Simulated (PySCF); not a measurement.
Al(Me)2(OH)(MeCN), C4H10AlNO, singlet, GFN2-xTB optimised geometry. Atoms within 1.6 Å of the plane z = 0.0 Å (x, y, z in Å): Al1 (-0.26, 0.10, 0.00), C2 (-1.10, -1.56, -0.78), H4 (-2.16, -1.67, -0.54), H5 (-0.61, -2.49, -0.47), C6 (-1.26, 1.83, 0.00), H7 (-2.34, 1.68, 0.09), H8 (-1.12, 2.42, -0.91), H9 (-0.97, 2.49, 0.82), O10 (1.40, 0.10, 0.00), H11 (2.34, 0.12, -0.09).

Level of theory: PBE0/def2-SVP (PySCF). Cells within 0.4 Å of a nucleus heavier than hydrogen are left out (blank, or x).

Map of the deformation density (molecule minus spherical neutral atoms) (e/bohr³) on the plane z = 0.0 Å:

```
|2222222222222222222222222222222|
|2222222222222222222222222222222|
|2222222222222222222222222222222|
|2222222222222222222222222222222|
|2222222222222222222222222222222|
|2222222221122122222222222222222|
|2222222211222212222222222222222|
|2222222222233211222222222222222|
|2222212354xx3111222222222222222|
|2222211598xxx222222222222222222|
|22222114876x8432222222222222222|
|2222211244467532222222222222222|
|2222222222345431123332211222222|
|2222222222233221124653311122222|
|2222222222221xxx135xx3820112222|
|2222222221111xxx135xx3930112222|
|22222222222222x1125863410122222|
|2222222222233321123432211122222|
|2222222222234432122222222222222|
|2222222222234332222222222222222|
|2222221223222322222222222222222|
|2222221122212222222222222222222|
|2222222222223322222222222222222|
|2222222222223322222222222222222|
|2222222222222212222222222222222|
|2222222222222112222222222222222|
|2222222222222222222222222222222|
|2222222222222222222222222222222|
|2222222222222222222222222222222|
|2222222222222222222222222222222|
|2222222222222222222222222222222|
```
Scale: ten equal steps from -0.026 (start of '0') to 0.083 (end of '9'), in the order '0123456789'; x runs from -4.50 to 4.50, y from -4.50 (bottom) to 4.50 (top).
